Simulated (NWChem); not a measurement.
System: GaNH3OF; SMILES [NH2][Ga]([OH])[F]

NWChem input:

```
start job
memory heap 200 mb stack 900 mb global 1100 mb
geometry units angstroms noautoz
  Ga    -0.017537    -0.012237    -0.035561
  F      1.503938    -0.883547     0.031874
  O     -1.503473    -0.975369     0.017998
  H     -1.338176    -1.921249     0.088187
  N      0.003157     1.776474    -0.099807
  H     -0.832188     2.325382    -0.253556
  H      0.854222     2.303442    -0.243620
end
basis spherical
  * library def2-svp
end
dft
  xc becke97-2
  iterations 150
  mulliken
end
task dft energy
```

All runs use the structure optimised with PBE0/def2-SVP.

Q: What results follow from this input? (B97-2/def2-SVP.) Quantities: energy (Ha); highest occupied level (eV); orbital gap (eV); dipole (D).

A: 
```yaml
energy (Ha): -2156.56
highest occupied level (eV): -7.31
orbital gap (eV): 6.79
dipole (D): 1.48
```
